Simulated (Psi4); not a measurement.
H$_{10}$Si$_{5}$, charge +1, doublet, geometry from GFN2-xTB (a state made from the parent by changing its charge; the spin is typed, not shown lowest); HF/STO-3G (Psi4).

Here is a job for Psi4.
```
memory 2 GB

molecule mol {
1 2
  Si    0.824461    1.131117    1.473830
  Si    1.910822   -0.586959    0.192175
  Si    0.235126   -1.736581   -1.012389
  Si   -1.762130   -0.488659   -0.831353
  Si   -1.202087    1.631203    0.148104
  H     0.340547    0.704300    2.788551
  H     1.506274    2.396215    1.741714
  H     2.675420   -1.348079    1.180941
  H     2.889947    0.125261   -0.633459
  H     0.048459   -3.079753   -0.460142
  H     0.624236   -1.872940   -2.417307
  H    -2.771281   -1.061033    0.063915
  H    -2.453498   -0.144272   -2.074384
  H    -0.799431    2.666500   -0.806256
  H    -2.147348    2.312102    1.031272
}

set basis sto-3g
set reference uhf
set stability_analysis check
set scf_type pk

energy('scf')
print_variables()
```

What the program printed (banner, timings and long lists left out):

```
   => Loading Basis Set <=

    Name: STO-3G
    Role: ORBITAL
    Keyword: BASIS

         ---------------------------------------------------------
                                   SCF
               by Justin Turney, Rob Parrish, Andy Simmonett
                          and Daniel G. A. Smith
                              UHF Reference
         ---------------------------------------------------------

  ==> Geometry <==

    Molecular point group: c1
    Full point group: C1

    Geometry (in Angstrom), charge = 1, multiplicity = 2:

       Center              X                  Y                   Z               Mass
    ------------   -----------------  -----------------  -----------------  -----------------
         SI           0.823888325664     1.135729447273     1.476570338678    27.976926534650
         SI           1.910249325664    -0.582346552727     0.194915338678    27.976926534650
         SI           0.234553325664    -1.731968552727    -1.009648661322    27.976926534650
         SI          -1.762702674336    -0.484046552727    -0.828612661322    27.976926534650
         SI          -1.202659674336     1.635815447273     0.150844338678    27.976926534650
         H            0.339974325664     0.708912447273     2.791291338678     1.007825032230
         H            1.505701325664     2.400827447273     1.744454338678     1.007825032230
         H            2.674847325664    -1.343466552727     1.183681338678     1.007825032230
         H            2.889374325664     0.129873447273    -0.630718661322     1.007825032230
         H            0.047886325664    -3.075140552727    -0.457401661322     1.007825032230
         H            0.623663325664    -1.868327552727    -2.414566661322     1.007825032230
         H           -2.771853674336    -1.056420552727     0.066655338678     1.007825032230
         H           -2.454070674336    -0.139659552727    -2.071643661322     1.007825032230
         H           -0.800003674336     2.671112447273    -0.803515661322     1.007825032230
         H           -2.147920674336     2.316714447273     1.034012338678     1.007825032230

  Running in c1 symmetry.

  Rotational constants: A =      0.04895  B =      0.04864  C =      0.02608 [cm^-1]
  Rotational constants: A =   1467.47190  B =   1458.04342  C =    781.83480 [MHz]
  Nuclear repulsion =  485.055375684307933

  Charge       = 1
  Multiplicity = 2
  Electrons    = 79
  Nalpha       = 40
  Nbeta        = 39

  ==> Algorithm <==

  SCF Algorithm Type is PK.
  DIIS enabled.
  MOM disabled.
  Fractional occupation disabled.
  Guess Type is SAD.
  Energy threshold   = 1.00e-06
  Density threshold  = 1.00e-06
  Integral threshold = 1.00e-12

  ==> Primary Basis <==

  Basis Set: STO-3G
    Blend: STO-3G
    Number of shells: 35
    Number of basis functions: 55
    Number of Cartesian functions: 55
    Spherical Harmonics?: true
    Max angular momentum: 1

  ==> Integral Setup <==

  Using in-core PK algorithm.
   Calculation information:
      Number of atoms:                  15
      Number of AO shells:              35
      Number of primitives:            105
      Number of atomic orbitals:        55
      Number of basis functions:        55

      Integral cutoff                 1.00e-12
      Number of threads:                 1

  Performing in-core PK
  Using 2373140 doubles for integral storage.
  We computed 149882 shell quartets total.
  Whereas there are 198765 unique shell quartets.

  ==> DiskJK: Disk-Based J/K Matrices <==

    J tasked:                  Yes
    K tasked:                  Yes
    wK tasked:                  No
    Schwarz Cutoff:          1E-12

  Minimum eigenvalue in the overlap matrix is 2.9608178302E-01.
  Reciprocal condition number of the overlap matrix is 1.5003987627E-01.
    Using symmetric orthogonalization.

  ==> Pre-Iterations <==

  SCF Guess: Superposition of Atomic Densities via on-the-fly atomic UHF (no occupation information).

   -------------------------
    Irrep   Nso     Nmo
   -------------------------
     A         55      55
   -------------------------
    Total      55      55
   -------------------------

  ==> Iterations <==

                        Total Energy        Delta E     RMS |[F,P]|

   @UHF iter SAD: -1428.58434481393988   -1.42858e+03   0.00000e+00
   @UHF iter   1: -1433.63561431015683   -5.05127e+00   4.22640e-03 DIIS/ADIIS
   @UHF iter   2: -1433.68990001552424   -5.42857e-02   7.58548e-04 DIIS/ADIIS
   @UHF iter   3: -1433.69220019313730   -2.30018e-03   2.56014e-04 DIIS/ADIIS
   @UHF iter   4: -1433.69280336842189   -6.03175e-04   9.79338e-05 DIIS
   @UHF iter   5: -1433.69295054401755   -1.47176e-04   4.92128e-05 DIIS
   @UHF iter   6: -1433.69299654145880   -4.59974e-05   1.88314e-05 DIIS
   @UHF iter   7: -1433.69300313873578   -6.59728e-06   8.08861e-06 DIIS
   @UHF iter   8: -1433.69300422051901   -1.08178e-06   3.43005e-06 DIIS
   @UHF iter   9: -1433.69300441372138   -1.93202e-07   8.29115e-07 DIIS
  Energy and wave function converged.

    Wavefunction stable under totally symmetric rotations.
    Lowest totally symmetric eigenvalue: 0.051565
    Lowest UHF->UHF stability eigenvalues:
       A 0.051565

    Stability analysis over.

  ==> Post-Iterations <==

   @Spin Contamination Metric:   9.736612542E-03
   @S^2 Expected:                7.500000000E-01
   @S^2 Observed:                7.597366125E-01
   @S   Expected:                5.000000000E-01
   @S   Observed:                5.000000000E-01

    Orbital Energies [Eh]
    ---------------------

    Alpha Occupied:

[...]
      40A     -0.474213

    Alpha Virtual:

[...]
    Beta Occupied:

[...]
    Beta Virtual:

[...]
      55A      0.499498

    Final Occupation by Irrep:
              A
    DOCC [    39 ]
    SOCC [     1 ]
    NA   [    40 ]
    NB   [    39 ]

  @UHF Final Energy: -1433.69300441372138

   => Energetics <=

    Nuclear Repulsion Energy =            485.0553756843079327
    One-Electron Energy =               -2951.0317023845327640
    Two-Electron Energy =                1032.2833222865035623
    Total Energy =                      -1433.6930044137213827

  UHF NO Occupations:
  HONO-2 :   38  A 1.9994188
  HONO-1 :   39  A 1.9967081
  HONO-0 :   40  A 1.0000000
  LUNO+0 :   41  A 0.0032919
  LUNO+1 :   42  A 0.0005812
  LUNO+2 :   43  A 0.0003174
  LUNO+3 :   44  A 0.0003019

Computation Completed

Properties will be evaluated at   0.000000,   0.000000,   0.000000 [a0]

Properties computed using the SCF density matrix

 Multipole Moments:

 ------------------------------------------------------------------------------------
     Multipole            Electronic (a.u.)      Nuclear  (a.u.)        Total (a.u.)
 ------------------------------------------------------------------------------------

 L = 1.  Multiply by 2.5417464519 to convert [e a0] to [Debye]
 Dipole X            :          0.0114840           -0.0865512           -0.0750673
 Dipole Y            :         -0.1083088            0.6972915            0.5889827
 Dipole Z            :         -0.0673075            0.4142470            0.3469396
 Magnitude           :                                                    0.6876793

 ------------------------------------------------------------------------------------

  Variable Map:
  ----------------------------------------------------------------------------
[...]
  Array Variable Map:
  ----------------------------------------------------------------------------
[...]
[...]
```
